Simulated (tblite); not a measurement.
C2H12N2Si3.
Numbering: `[CH2:1]=[N:2][Si@@H:3]([NH2:4])[CH2:5][SiH2:6][SiH3:7]` (hydrogens: H8, H9 on C1; H10 on Si3; H11, H12 on N4; H13, H14 on C5; H15, H16 on Si6; H17, H18, H19 on Si7)

Computed geometry: GFN2-xTB, gas phase.

Question: List the bond lengths, angles and torsions at this level.

Answer: 
```csv
bond,length (Å),order
C1=N2,1.245,double
N2–Si3,1.731,single
Si3–N4,1.727,single
Si3–C5,1.903,single
C5–Si6,1.901,single
Si6–Si7,2.305,single
C1–H8,1.088,single
C1–H9,1.095,single
Si3–H10,1.469,single
"N4–H11, N4–H12",1.006,single
C5–H13,1.091,single
C5–H14,1.090,single
Si6–H15,1.476,single
Si6–H16,1.474,single
"Si7–H17, Si7–H18, Si7–H19",1.467,single
```

Bonds in one row agree within 0.01 Å and their mean is given. Orders are formal, as drawn. A selection of angles:
```csv
angle,degrees
N2–C1–H8,119.4
N2–C1–H9,125.0
H8–C1–H9,115.6
C1–N2–Si3,132.1
N2–Si3–N4,103.0
N2–Si3–C5,104.7
N2–Si3–H10,118.0
N4–Si3–C5,115.8
N4–Si3–H10,105.5
C5–Si3–H10,110.1
Si3–N4–H11,118.2
H11–N4–H12,109.9
Si3–C5–Si6,116.0
Si3–C5–H13,109.0
Si3–C5–H14,107.6
Si6–C5–H13,108.8
Si6–C5–H14,108.9
H13–C5–H14,106.0
C5–Si6–Si7,112.1
C5–Si6–H15,107.1
C5–Si6–H16,107.7
Si7–Si6–H15,111.8
Si7–Si6–H16,112.9
H15–Si6–H16,104.7
Si6–Si7–H17,112.4
Si6–Si7–H18,113.4
H17–Si7–H18,105.4
```

Dihedral angles: C1–N2–Si3–N4 120° (anticlinal); N2–Si3–C5–Si6 73° (synclinal); Si3–C5–Si6–Si7 -70° (synclinal).

N4 (silicon-bound nitrogen) is pyramidal (angles 118.2°, 118.2° and 109.9°, sum 346.3°, 0.25 Å off the plane of its three neighbours). Si3 (SiH silicon) is distorted tetrahedral (angles from 103.0° to 118.0°). Si6 (SiH2 silicon) is distorted tetrahedral (angles from 104.7° to 112.9°). Of the pairs four or more bonds apart, C1···H18 is among the closest relative to their van der Waals radii: 2.87 Å, 99 % of the sum of Bondi's values. Si7 (SiH3 silicon) is distorted tetrahedral (angles from 105.4° to 113.4°).

Point group: C1 (no symmetry element, even within 0.4 Å). Its lowest GFN2-xTB frequency is 12 cm⁻¹, too small to tell a flat minimum from a shallow saddle. One conformer, not necessarily the lowest (C1–N2–Si3–N4 120°, N2–Si3–N4–H 154° and 17°, N2–Si3–C5–Si6 73°, Si3–C5–Si6–Si7 -70°).
